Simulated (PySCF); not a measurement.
Cartesian coordinates (Å):
SMILES: Bc1cc([SiH3])cc2cccnc12
```xyz
22

B      0.2688     2.9840    -0.6199
C     -0.0151     1.4976    -0.2908
C     -1.3380     1.0991    -0.0426
C     -1.7177    -0.2408     0.2675
Si    -3.5269    -0.6831     0.5873
C     -0.7112    -1.2049     0.3264
C      0.6546    -0.8769     0.0871
C      1.6905    -1.8516     0.1447
C      2.9970    -1.4638    -0.0982
C      3.2483    -0.0957    -0.3974
N      2.3128     0.8394    -0.4603
C      1.0181     0.4845    -0.2253
H     -0.6804     3.7491    -0.6443
H      1.3825     3.4001    -0.8492
H     -2.1181     1.8774    -0.0947
H     -4.3713    -0.3508    -0.6138
H     -3.6269    -2.1558     0.8770
H     -4.0611     0.0944     1.7606
H     -0.9560    -2.2546     0.5626
H      1.4366    -2.8973     0.3814
H      3.8277    -2.1840    -0.0639
H      4.2857     0.2338    -0.5943
```
Charge 0, spin multiplicity 1.

**Question.** What is the computed HOMO, LUMO and total energy (PBE-D3(BJ)/def2-TZVP // PBE-D3(BJ)/def2-SVP (PySCF))?

**Answer.** 
| Property | Result |
|---|---|
| HOMO | -5.95 eV |
| LUMO | -3.27 eV |
| total energy | -717.5230 Ha |
